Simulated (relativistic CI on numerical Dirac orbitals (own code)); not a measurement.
## Electric-dipole lines of Ga II

Calculated at this level of theory: Dirac-Coulomb-Breit CI, KLI orbitals optimised for each configuration, model QED, valence Slater integrals scaled by 0.85, P86 correlation estimate, and configurations built on the next ion tied to the tabulated ionisation energy (semi-empirical) (own radial code, finite nucleus).

Configurations in the expansion (outside the closed core [Ar]): 3d10 4s2, 3d10 4s 4p, 3d10 4s 5s, 3d10 4p2, 3d10 4s 4d, 3d10 4s 5p, 3d10 4s 5d, 3d10 4s 6s, 3d10 4s 4f, 3d10 4s 5f, 3d10 4d2, 3d10 4p 4d, 3d10 4s 6p, 3d10 4s 5g, 3d10 4s 6d, 3d10 4s 6f, 3d9 4s2 4p, 3d10 4p 5s, 3d9 4s 4p2. Levels of other configurations are missing.

```csv
λ vac (Å),Lower,Upper,A (s⁻¹),E lower (cm⁻¹),E upper (cm⁻¹)
1116.1,3d10 4s 4p 3P°_0 [2],3d10 4s 5d 3D_1 [23],2.89e+08,47572.7,137167.9
1121.1,3d10 4s 4p 3P°_1 [3],3d10 4s 5d 3D_2 [24],3.87e+08,47975.9,137176.7
1121.2,3d10 4s 4p 3P°_1 [3],3d10 4s 5d 3D_1 [23],2.15e+08,47975.9,137167.9
1131.5,3d10 4s 4p 3P°_2 [4],3d10 4s 5d 3D_3 [25],5.07e+08,48810.7,137190.1
1131.7,3d10 4s 4p 3P°_2 [4],3d10 4s 5d 3D_2 [24],1.27e+08,48810.7,137176.7
1171.3,3d10 4s 4p 3P°_1 [3],3d10 4s 6s 3S_1 [21],1.33e+08,47975.9,133350.3
1182.9,3d10 4s 4p 3P°_2 [4],3d10 4s 6s 3S_1 [21],2.26e+08,48810.7,133350.3
1286.2,3d10 4s 4p 1P°_1 [5],3d10 4s 6d 1D_2 [46],4.01e+08,72180.4,149931.5
1385.4,3d10 4s2 1S_0 [1],3d10 4s 4p 1P°_1 [5],2.24e+09,0.0,72180.4
1457.4,3d10 4s 4p 1P°_1 [5],3d10 4s 5d 1D_2 [34],1.23e+09,72180.4,140794.3
1513.3,3d10 4s 4p 3P°_0 [2],3d10 4s 4d 3D_1 [12],7.83e+08,47572.7,113655.5
1522.1,3d10 4s 4p 3P°_1 [3],3d10 4s 4d 3D_2 [13],1.04e+09,47975.9,113676.4
1522.5,3d10 4s 4p 3P°_1 [3],3d10 4s 4d 3D_1 [12],6.04e+08,47975.9,113655.5
1540.9,3d10 4s 4p 3P°_2 [4],3d10 4s 4d 3D_3 [14],1.40e+09,48810.7,113706.7
1541.6,3d10 4s 4p 3P°_2 [4],3d10 4s 4d 3D_2 [13],3.77e+08,48810.7,113676.4
1586.4,3d10 4s 4p 1P°_1 [5],3d10 4s 6s 1S_0 [22],8.27e+08,72180.4,135215.4
1796.4,3d10 4s 4p 3P°_0 [2],3d10 4s 5s 3S_1 [6],1.06e+08,47572.7,103239.9
1809.5,3d10 4s 4p 3P°_1 [3],3d10 4s 5s 3S_1 [6],3.11e+08,47975.9,103239.9
1837.2,3d10 4s 4p 3P°_2 [4],3d10 4s 5s 3S_1 [6],4.93e+08,48810.7,103239.9
1880.1,3d10 4s 4p 1P°_1 [5],3d10 4s 4d 1D_2 [19],1.56e+09,72180.4,125369.7
```

Terms are leading LS components. Brackets give the number of a level in order of energy, since labels repeat. The list gives strong lines, with weight on those to low levels, without configurations that were not tied to measured data, without lines whose two gauges differ by over a factor of 2.5, among the lowest 57 of 143 levels, so that lines to higher ones, which can be the strongest, are missing, and without lines across small gaps between configurations, and without 79 lines that miss the measured interval by over 3.5 %, start from a term whose rates miss tabulated ones by over 60 %, have gauges far apart or, lacking measured levels, span too small a gap for the errors found; lines with a level outside our table were not tested and can miss by more. Levels whose partners in the same complex of configurations lie outside the list can be far off, and so can their lines. Rates are taken at the computed energies, electric ones in the length gauge.

Configurations that consist of the next ion and one excited electron were tied to the tabulated ionisation energy; Rydberg ones are usually within 1,000 to 3,000 cm⁻¹ and the lowest ones within about 6,000 (9,000 in d shells), while levels on excited terms of the next ion carry the error of that term, and the other configurations can be misplaced by 10,000 cm⁻¹ or more. Rates follow the energies as ν³ (E1, M1) or ν⁵ (E2), so rates, branching and lifetimes can be off by large factors. The fine structure of a lone outer electron comes out too small, for d and f at times inverted, and misplaced configurations move strength between like terms. 12 of the 13 excited levels that our extract of the measured tables holds in this range could be paired (the sources list more); they are missed by 311 cm⁻¹ on average and 1479 at most, and levels without a partner can miss by more.

Task: From the table, what is the radiative lifetime of 3d10 4s 5s 3S_1?

Result: The listed rates from this level add up to about 9.11e+08 s⁻¹, 100 % of its decay; with all channels τ = 1.10e-09 s.

LS names give the leading component of a level, which can be under half, so a name can repeat, a term be missing and a line seem to break the LS rules.
